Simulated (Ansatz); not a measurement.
`N=[C](S)[SnH3]` → `[NH2][SnH]1[CH2][S]1`  (isomerisation)

Program: Ansatz. Geometries: PBE0-D4/def2-TZVP. ΔE: electronic, gas phase. CCSD(T)/CBS adds triple-zeta CCSD(T) − MP2 to the extrapolated MP2 energy (def2 sets, frozen cores). DFT in def2-TZVPP. B3LYP here is the variant with VWN-RPA as its local correlation; programs differ in this. Elements past krypton have def2 core potentials. For Sn outer-core shells are correlated without core-valence functions, which leaves a few kJ/mol of doubt a bond. One conformer a species, not always the lowest.

`N=[C](S)[SnH3]`:

Cartesian coordinates in Å:
```
N 0.637 -0.681 -1.820
C 0.104 -0.704 -0.674
S -0.582 -2.250 -0.164
Sn -0.023 0.992 0.680
H 1.014 0.234 -2.056
H -1.015 -1.849 1.042
H 0.746 2.272 -0.145
H -1.658 1.357 0.998
H 0.777 0.629 2.141
```

`[NH2][SnH]1[CH2][S]1`:

Cartesian coordinates in Å:
```
N -0.298 0.287 -1.912
Sn -0.511 -0.508 -0.074
C 0.944 -0.089 1.380
S -0.539 0.951 1.815
H 0.119 1.210 -1.882
H -1.176 0.364 -2.411
H -1.531 -1.855 -0.108
H 1.812 0.489 1.074
H 1.180 -0.848 2.118
```

Problem. Is it downhill or uphill in electronic energy at CCSD(T)/CBS, and by how much? (An estimate is asked.)

Solution. Computed: Downhill: ΔE = -1.19 eV.

Problem. What do these levels give: PBE-D4, r2SCAN-D4, PBE0-D4, B3LYP-D4, ωB97X-V, ωB97M-V, PBE, B3LYP, SCS-MP2/def2-TZVPP, CCSD/def2-TZVPP, HF/def2-QZVPP, MP2/CBS(def2)? (Estimate.)

Solution. The calculation gave: PBE-D4 -0.97, r2SCAN-D4 -1.01, PBE0-D4 -1.07, B3LYP-D4 -0.87, ωB97X-V -1.00, ωB97M-V -1.01, PBE -0.98, B3LYP -0.89, SCS-MP2/def2-TZVPP -1.09, CCSD/def2-TZVPP -1.00, HF/def2-QZVPP -0.85, MP2/CBS(def2) -1.39 eV.

Largest T1 diagnostic among the species: 0.015.

In def2-TZVPP, CCSD(T) changes the Hartree–Fock value by −0.17 eV (the triples alone add −0.01 eV) and MP2 by −0.38 eV. From PBE to PBE0 (25 % exact exchange), in def2-TZVPP and without D4, ΔE moves by −0.10 eV.
